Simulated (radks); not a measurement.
The platinum ion Pt41+, configuration [Kr] 4d1. Calculated with a radial shooting solver on a logarithmic mesh with Libxc functionals: non-relativistic Kohn-Sham, TPSS, spin-polarised, spherical densities, point nucleus; open shells are filled with parallel spins first (spin-orbit coupling, left out, can overturn this in heavy ions); meta-GGA in the generalised Kohn-Sham scheme; relativity is left out, which matters for an element this heavy. Some entries of the table are withheld. Estimate them.

orbital,occ.,eigenvalue (Ry),r(max) (bohr),<1/r> (bohr^-1)
1s down,1,-5372.687,0.01288,77.46
1s up,1,-5372.687,0.01288,77.46
2s up,1,-1010.224,0.07000,18.23
2s down,1,-1010.127,0.07000,18.24
2p up,3,-976.0509,0.05433,18.26
2p down,3,-975.9788,0.05433,18.26
3s up,1,-337.1983,0.1901,7.170
3s down,1,-337.1619,0.1901,7.171
3p up,3,-321.5505,0.1788,7.116
3p down,3,-321.5062,0.1788,7.117
3d up,5,-292.9469,(1),7.029
3d down,5,-292.8651,(2),7.029
4s up,1,-158.5612,0.3981,3.554
4s down,1,-158.2993,0.3982,3.551
4p up,3,-151.6267,0.3936,3.501
4p down,3,-151.3626,0.3936,3.499
4d up,1,-139.4130,(3),(4)
4d down,0,-139.1456,(5),(6)

Answer. 
(1) 3d up r(max) (bohr): 0.1405
(2) 3d down r(max) (bohr): 0.1405
(3) 4d up r(max) (bohr): 0.3764
(4) 4d up <1/r> (bohr^-1): 3.399
(5) 4d down r(max) (bohr): 0.3764
(6) 4d down <1/r> (bohr^-1): 3.398
